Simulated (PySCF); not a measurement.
C4H4BN, SMILES C#CB(N)C#C.

Coordinates come from a r2SCAN-D4/def2-SVP optimisation. This is a generated structure with no PubChem entry under its InChIKey; it may be hypothetical. Other conformers were not sampled.

Two levels are set side by side: PBE/def2-TZVP (PySCF) and ωB97X/def2-TZVP (PySCF). Same geometry, gas phase. Differences are taken from unrounded values.

```csv
quantity,PBE
orbital gap (eV),4.39
highest occupied level (eV),-6.59
lowest empty level (eV),-2.20
dipole moment (D),1.57
mean polarisability (bohr³),68.1
```

These are the PBE values. What does ωB97X give? (An estimate is asked for; the answer gives what the named calculation found.)


| quantity | ωB97X | PBE minus ωB97X |
|---|---|---|
| orbital gap (eV) | 11.03 | -6.64 |
| highest occupied level (eV) | -10.24 | 3.65 |
| lowest empty level (eV) | 0.79 | -2.99 |
| dipole moment (D) | 1.43 | 0.14 |
| mean polarisability (bohr³) | 63.8 | 4.3 |

Without exact exchange PBE keeps part of each electron's self-repulsion, which lifts occupied levels and narrows the gap. PBE's more diffuse valence density responds more strongly to a field. Differences between two approximate levels are no errors against the true value.

Rough cost on one machine, each run with all the roots and properties that it gave: ωB97X against PBE within a factor of 2.
